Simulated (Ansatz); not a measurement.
Harmonic frequencies (cm⁻¹) at PBE0-D4/def2-TZVP from Ansatz: 49, 52, 64, 103, 143, 144, 254, 326, 444, 471, 602, 645, 721, 736, 814, 852, 951, 959, 994, 1004, 1555, 2154, 2205, 2211, 3562, 3664, 3875.

Each molecule was computed in one conformer, which needn't be the lowest.

Q: Which molecule is it?
A. `C=[CH][In]([CH3])[F]`
B. `[CH3][In]([CH3])[SeH]`
C. `[NH2][In]([OH])[O][SiH3]`
D. `C[CH2][In]([Cl])[Cl]`

A: C.
